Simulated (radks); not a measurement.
The numbers below are computed, except where a source is named.
Pm XLVII, 15 electrons, occupied as [Ne] 3s2 3p3. Code: a radial shooting solver on a logarithmic mesh with Libxc functionals. Model: Dirac Kohn-Sham, PBE, spin-unpolarised, spherical densities, finite nucleus; open shells are shared between the two j in proportion to 2j + 1; Fermi nuclear charge, rms radius 4.962 fm.

Spin-orbit splittings of the eigenvalues, e(l+1/2) - e(l-1/2), with zeta = 2 splitting/(2l+1) and mean radii in bohr:

shell,occ.,splitting (eV),zeta (eV),<r> j=l-1/2,<r> j=l+1/2
2p,6,575.0,383.3,0.08131,0.08757
3p,3,146.7,97.78,0.2236,0.2330
